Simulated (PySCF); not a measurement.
# Threshold energies of RuO in a plasma

r²SCAN in PySCF with def2-TZVPPD on every atom (core potentials on Ru), for the lowest determinant that a PBE0 search found; no spin–orbit coupling.

| species | state (unpaired electrons) | Re (Å) | ωe (cm⁻¹) | energy of the minimum from the neutral (eV) | De (eV) | dissociates to |
| --- | --- | --- | --- | --- | --- | --- |
| RuO | quintet (σ ↑, π ↑↑, δ ↑) | 1.693 | 932 | 0.00 | 5.43 | Ru (4d7 5s1) + O |
| RuO⁺ | quartet (π ↑↑, δ ↑) | 1.664 | 1005 | 8.92 | 4.24 | Ru⁺ (4d7) + O |
| RuO⁻ | quartet (π ↑↑, δ ↑) | 1.712 | 894 | -1.19 | 5.11 | Ru (4d7 5s1) + O⁻ |

Problem. Work out the lowest energy to break RuO into atoms, from its vibrational ground state.

Solution. D0 = De − ωe/2 = 5.43 − 0.06 = 5.37 eV (r²SCAN/def2-TZVPPD).

Problem. Work out the ionisation energy of the Ru atom at this level and the threshold of dissociative ionisation.

Solution. IE(Ru) = 8.92 + 4.24 − 5.43 = 7.73 eV, so Ru⁺ (4d7) + O + e⁻ appears at D0 + IE(Ru) = 13.10 eV (r²SCAN/def2-TZVPPD). The measured IE(Ru) is 7.361 eV (NIST ASD).

Problem. Work out the electron affinity of the O atom and the threshold of dissociative attachment.

Solution. EA(O) = 5.43 − 5.11 − (-1.19) = 1.51 eV, so Ru (4d7 5s1) + O⁻ needs D0 − EA(O) = 3.86 eV (r²SCAN/def2-TZVPPD). The measured EA(O) is 1.461 eV.

Problem. At which energy does ion-pair formation open?

Solution. Ru⁺ + O⁻ lies at D0 + IE(Ru) − EA(O) = 11.59 eV (r²SCAN/def2-TZVPPD).

These are thermodynamic thresholds; the onsets seen under electron impact lie higher where the geometry changes, and cross-sections peak well above them.

The metal atom is held in its measured ground configuration; semilocal functionals can put another filling of s and d lower by some tenths of an eV, and De to that atom would be smaller. Spin–orbit coupling is left out, which matters for elements this heavy, above all for dissociation energies. For an ion De counts to the pair picked by the measured ionisation energies or electron affinities, which need not be the lowest pair at this level. The highest Kohn–Sham level is positive in this anion. Much of that is self-interaction error, but it also means that the finite basis helps to hold the extra electron. The state is the lowest single determinant that the PBE0 search found; with open d or f shells the true ground state can be another one.
